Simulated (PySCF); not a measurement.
CH₃ClFNSi₂, SMILES F[Si@]1(Cl)N=C[SiH2]1.

Coordinates come from a PBE-D3(BJ)/def2-SVP optimisation. The structure was generated by enumeration; whether it is a known compound was not checked.

Two levels are set side by side: TDA-PBE/def2-SVPD (PySCF) and TDA-PBE0/def2-SVPD (PySCF). Vertical, same geometry. The lowest singlet is HOMO→LUMO 98 % with PBE and HOMO→LUMO 99 % with the other functional; states are paired by order. Differences are taken from unrounded values.

```csv
quantity,TDA-PBE0
lowest singlet excitation (eV),3.76
lowest triplet excitation (TDA) (eV),2.94
```

Q: What does TDA-PBE give, and how far is it from TDA-PBE0? (An estimate is asked for; the answer gives what the named calculation found.)

A: 
```csv
quantity,TDA-PBE,TDA-PBE minus TDA-PBE0
lowest singlet excitation (eV),3.56,-0.20
lowest triplet excitation (TDA) (eV),2.83,-0.11
```

Functionals without exact exchange tend to place singlet excitations lower, as here. Differences between two approximate levels are no errors against the true value.

Rough cost on one machine, each run with all the roots and properties that it gave: TDA-PBE0 against TDA-PBE about 3 times.
